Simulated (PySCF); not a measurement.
**Electronic structure of Sb²⁺ (antimony, charge +2) at the UHF level**

Configuration: [Kr] 4d10 5s2 5p1, 2P determinant. Calculation: PySCF 2.14, in aug-cc-pwCVTZ-DK3 with one added diffuse shell each of s, p, d, f type (11s10p8d5f1g, 125 functions); the spin-free X2C one-electron Hamiltonian (Gaussian nucleus).

```
Total energy                                                  : -6476.836183 hartree
One-electron energy                                           : -8864.9227 hartree
Hartree (Coulomb) energy                                      : 2557.0117 hartree
Exchange energy                                               : -168.9252 hartree
⟨S²⟩                                                          : 0.7588
⟨L²⟩                                                          : 2.027
Sum of ⟨r⟩                                                    : 30.32 bohr
Sum of ⟨r²⟩                                                   : 38.30 bohr²
Traceless quadrupole moment −½Σ⟨3z² − r²⟩ along its main axis : -2.95 e·bohr²
Langevin diamagnetic susceptibility                           : -30.3 ×10⁻⁶ cm³/mol
```

```tsv
shell	electrons	mean orbital energy (hartree)	spread (hartree)	rms radius, mean of both spins (bohr)
1s α	1	-1126.67876	0	0.0326
1s β	1	-1126.67668	0	0.0326
2s α	1	-175.53328	0	0.133
2s β	1	-175.53263	0	0.133
2p α	3	-157.50913	0.00113	0.118
2p β	3	-157.50731	0.00342	0.118
3s α	1	-36.46528	0	0.352
3s β	1	-36.46298	0	0.352
3p α	3	-30.42772	0.00002	0.352
3p β	3	-30.42431	0.00906	0.352
3d α	5	-21.18814	0.00494	0.331
3d β	5	-21.18698	0.00781	0.331
4s α	1	-7.16423	0	0.843
4s β	1	-7.15835	0	0.843
4p α	3	-5.22066	0.00015	0.912
4p β	3	-5.21382	0.02132	0.912
4d α	5	-2.30036	0.01335	1.10
4d β	5	-2.29505	0.02424	1.10
5s α	1	-1.25186	0	2.27
5s β	1	-1.16517	0	2.27
5p α	1	-0.89896	0	2.68
```

Densities and radii are taken from the X2C orbitals without a picture-change correction, which distorts them close to the nucleus.

Spin-orbit constants ζ (cm⁻¹) from the X2C one-electron operator on these orbitals: bare nucleus, nucleus screened by l(l+1)(2l+1)/3 electrons, and screened by the Breit-Pauli mean field of the electrons.

```csv
shell,bare,screened nucleus,mean field
2p,1347000,1295000,n/a
3p,251900,242000,n/a
3d,37980,30530,n/a
4p,44370,42630,n/a
4d,4793,3853,n/a
5p,4101,3940,n/a
```

To first order the Landé constant is A = 3940 cm⁻¹, so the lowest level has J = 1/2 and lies 0.488 eV below the centre of the term. First order in ζ underestimates the shift of the j = l − 1/2 level at high Z.
